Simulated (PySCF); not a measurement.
Species: GeH7PSi.
Bonds: Si1–Ge2, Ge2–P3. Hydrogens: H4, H5, H6 on Si1; H7, H8 on Ge2; H9, H10 on P3.

Torsions of this conformer, `[SiH3:1][GeH2:2][PH2:3]`: H–P3–Ge2–Si1 -162°, H–P3–Ge2–Si1 -69°.

The closed-shell ground state was solved at several levels (PySCF, density fitting, gas phase). The structure is a single PBE0-D3(BJ)/def2-SVP conformer in the gas phase; no vibrational or solvent corrections. Relativistic effects, spin–orbit coupling among them, are left out although an element past zinc is present.

```tsv
level	basis functions	HOMO (eV)	LUMO (eV)	gap (eV)	dipole (D)
PBE0/pcSseg-1	124	-7.57	-0.15	7.42	0.90
mPW1PW91/pcSseg-2	247	-7.56	-0.33	7.23	0.72
```

Q: Estimate the row for wB97X-D/def2-SVPD, a basis of 142 functions; the other rows only guide the guess.

A: HOMO -9.30 eV, LUMO 1.28 eV, gap 10.58 eV, dipole 0.75 D.

Q: Over all these levels, which gives the widest orbital gap and which the narrowest?

A: wB97X-D/def2-SVPD (range-separated hybrid) has the widest, 10.58 eV, and mPW1PW91/pcSseg-2 (global hybrid, 25 % exact exchange) the narrowest, 7.23 eV. Functional and basis both differ between the two, so the spread mixes both effects.

Q: How far do the dipole and the HOMO energy spread over the levels?

A: The dipole runs from 0.72 to 0.90 D (mean 0.79 D) and the HOMO from -9.30 to -7.56 eV.
